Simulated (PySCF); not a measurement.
ClPb, charge +1, singlet, at a GFN2-xTB geometry (such geometries of metal compounds can be far from the true shape) (core potentials on Pb); DF-HF/def2-QZVPP in PySCF.

PySCF was given this input:
```python
from pyscf import gto, scf

mol = gto.Mole()
mol.atom = '''
    Pb   -0.000000   -0.000000   -0.407720
    Cl    0.000000    0.000000    1.966650
'''
mol.basis = 'def2-qzvpp'
mol.ecp = {'Pb': 'def2-qzvpp'}
mol.charge = 1
mol.spin = 0
mol.verbose = 4
mol.build()

mf = scf.RHF(mol)
mf = mf.density_fit(auxbasis='def2-universal-jkfit')
mf.kernel()
mf.analyze()
```

The log (banner, timings and long lists left out):

```
PySCF version 2.14.0

[INPUT] verbose = 4
[INPUT] num. atoms = 2
[INPUT] num. electrons = 38
[INPUT] charge = 1
[INPUT] spin (= nelec alpha-beta = 2S) = 0
[INPUT] symmetry False subgroup None
[INPUT] Mole.unit = angstrom
[INPUT] Symbol           X                Y                Z      unit          X                Y                Z       unit  Magmom
[INPUT]  1 Pb     0.000000000000   0.000000000000  -0.407720000000 AA    0.000000000000   0.000000000000  -0.770479135508 Bohr   0.0
[INPUT]  2 Cl     0.000000000000   0.000000000000   1.966650000000 AA    0.000000000000   0.000000000000   3.716429882876 Bohr   0.0

nuclear repulsion = 83.353595641825
number of shells = 44
number of NR pGTOs = 251
number of NR cGTOs = 152
basis = def2-qzvpp
ecp = {'Pb': 'def2-qzvpp'}

******** <class 'pyscf.df.df_jk.DFRHF'> ********
method = DFRHF
initial guess = minao
damping factor = 0
level_shift factor = 0
DIIS = <class 'pyscf.scf.diis.CDIIS'>
diis_start_cycle = 1
diis_space = 8
diis_damp = 0
SCF conv_tol = 1e-09
SCF conv_tol_grad = None
SCF max_cycles = 50
direct_scf = False
Set gradient conv threshold to 3.16228e-05
Initial guess from minao.
******** <class 'pyscf.df.df.DF'> ********
auxbasis = def2-universal-jkfit
init E= -617.811297352467
  HOMO = -0.750995129850743  LUMO = -0.511681394339229  gap/eV = 6.51206
cycle= 1 E= -650.877487008504  delta_E= -33.1  |g|= 1.77  |ddm|=   15
  HOMO = -0.581864779171229  LUMO = -0.163185199412745  gap/eV = 11.39285
cycle= 2 E= -651.116290005979  delta_E= -0.239  |g|= 0.672  |ddm|= 2.34
  HOMO = -0.625970894188619  LUMO = -0.228512959274067  gap/eV = 10.81538
cycle= 3 E= -651.173540769199  delta_E= -0.0573  |g|= 0.107  |ddm|= 0.652
  HOMO = -0.636387248460522  LUMO = -0.220088277729456  gap/eV = 11.32807
cycle= 4 E= -651.175644522241  delta_E= -0.0021  |g|= 0.0234  |ddm|= 0.104
  HOMO = -0.633902713405873  LUMO = -0.220842672824508  gap/eV = 11.23994
cycle= 5 E= -651.17576441438  delta_E= -0.00012  |g|= 0.00526  |ddm|= 0.0179
  HOMO = -0.633978357995607  LUMO = -0.22088737284883  gap/eV = 11.24078
cycle= 6 E= -651.175799881504  delta_E= -3.55e-05  |g|= 0.00192  |ddm|= 0.0152
  HOMO = -0.633981252243526  LUMO = -0.22083216520217  gap/eV = 11.24236
cycle= 7 E= -651.175802932566  delta_E= -3.05e-06  |g|= 0.000883  |ddm|= 0.0034
  HOMO = -0.633788180419491  LUMO = -0.220811623845875  gap/eV = 11.23766
cycle= 8 E= -651.17580360909  delta_E= -6.77e-07  |g|= 0.000199  |ddm|= 0.00189
  HOMO = -0.633742740114921  LUMO = -0.220805570510626  gap/eV = 11.23659
cycle= 9 E= -651.175803653375  delta_E= -4.43e-08  |g|= 3.04e-05  |ddm|= 0.00054
  HOMO = -0.633741777639957  LUMO = -0.220804870171369  gap/eV = 11.23659
cycle= 10 E= -651.175803653778  delta_E= -4.03e-10  |g|= 7.59e-06  |ddm|= 4.91e-05
  HOMO = -0.633740590599718  LUMO = -0.220805750169511  gap/eV = 11.23653
Extra cycle  E= -651.175803653799  delta_E= -2.11e-11  |g|= 3.12e-06  |ddm|= 1.01e-05
converged SCF energy = -651.175803653799
**** SCF Summaries ****
Total Energy =                        -651.175803653798766
Nuclear Repulsion Energy =              83.353595641824995
One-electron Energy =                -1128.566763927597094
Two-electron Energy =                  394.037364631973276
Two-electron Coulomb Energy =          436.455717669230694
DFT Exchange-Correlation Energy =      -42.418353037257418
HOMO-LUMO gap [eV] =                    11.236529344053467
**** MO energy ****
MO #1   energy= -105.012914673169  occ= 2
MO #2   energy= -10.7376627523805  occ= 2
MO #3   energy= -8.20394101524735  occ= 2
MO #4   energy= -8.20294698543926  occ= 2
MO #5   energy= -8.20294698543912  occ= 2
MO #6   energy= -6.47670733207232  occ= 2
MO #7   energy= -4.16268692026163  occ= 2
MO #8   energy= -4.16268692026153  occ= 2
MO #9   energy= -4.1543580727675   occ= 2
MO #10  energy= -1.38970920235555  occ= 2
MO #11  energy= -1.38409336425445  occ= 2
MO #12  energy= -1.38409336425443  occ= 2
MO #13  energy= -1.3753908540019   occ= 2
MO #14  energy= -1.37539085400183  occ= 2
MO #15  energy= -1.24388158675718  occ= 2
MO #16  energy= -0.853721531737264 occ= 2
MO #17  energy= -0.644563873337923 occ= 2
MO #18  energy= -0.644563873337775 occ= 2
MO #19  energy= -0.633740590599718 occ= 2
MO #20  energy= -0.220805750169511 occ= 0
MO #21  energy= -0.220805750169277 occ= 0
MO #22  energy= -0.125530358432674 occ= 0
MO #23  energy= -0.0629866296025147 occ= 0
MO #24  energy= -0.0314541560442538 occ= 0
MO #25  energy= -0.031454156044208 occ= 0
MO #26  energy= -0.0013634794451359 occ= 0
MO #27  energy= 0.00674473896712485 occ= 0

WARN: System has nonzero charge 1; the dipole moment is origin-dependent.
Location of origin: [0. 0. 0.]

Dipole moment(X, Y, Z, Debye):  0.00000,  0.00000, -3.67094
```
